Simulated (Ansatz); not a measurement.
System: C₂H₁₁OSi₂, net charge 1, singlet state. It need not be the lowest isomer of its formula. 
Geometry from a B3LYP-D3(BJ)/def2-TZVP (Ansatz, a first-principles code) optimisation:
```
Si
H 1 1.4733
O 1 1.8257 2 96.07
H 3 0.9688 1 117.19 2 179.76
Si 3 1.7794 4 115.99 1 179.96
H 5 1.4663 3 104.22 4 120.24
H 5 1.4664 6 114.26 3 -113.14
H 5 1.4679 6 115.08 7 -136.39
C 1 1.8415 2 114.87 3 -109.75
H 9 1.0909 1 111.93 2 47.02
H 9 1.0923 10 108.93 1 -124.24
H 9 1.0936 10 107.67 11 -115.88
C 1 1.8415 2 114.87 3 109.73
H 13 1.0909 1 111.93 2 -46.99
H 13 1.0923 14 108.93 1 124.25
H 13 1.0936 14 107.67 15 115.88
```
Charge +1, spin multiplicity 1.

Total electronic energies in hartree. Correlated levels leave the core frozen unless marked. Spin-orbit coupling is left out. Non-relativistic. CBS(X,Y): correlation extrapolated as X^-3; Hartree-Fock from the larger set.

```csv
level,program,energy (Eh)
RI-HF/cc-pV(Q+d)Z,Ansatz,-734.83573
SVWN5/def2-TZVPD,Ansatz,-733.28005
BLYP/def2-TZVPD,Ansatz,-736.86086
B3LYP/def2-TZVPD,Ansatz,(withheld)
PBE0/def2-TZVP,Ansatz,(withheld)
r2SCANh-D4/def2-TZVPD,Ansatz + dftd4,-736.79288
CAM-B3LYP/def2-TZVPD,Ansatz,-736.88318
LC-wPBE-D3(BJ)/def2-TZVPD,Ansatz + dftd3,-736.68849
wB97M-V/def2-TZVPD,Ansatz,-736.81365
B2GP-PLYP-D3(BJ)/def2-TZVPD,Ansatz + dftd3,-736.46204
SCS-MP2/6-31G,Ansatz,-734.95397
SCS-MP2/cc-pV(D+d)Z,Ansatz,-735.41887
CCSD/STO-3G,Ansatz,-726.52274
CCSD(T)/cc-pV(T+d)Z,Ansatz,-735.75333
"CCSD(T)/CBS(cc-pV(T+d)Z,cc-pV(Q+d)Z)",Ansatz,-735.8642
```

Some entries are withheld; supply them.


- B3LYP/def2-TZVPD, energy (Eh): -736.99770
- PBE0/def2-TZVP, energy (Eh): -736.51045
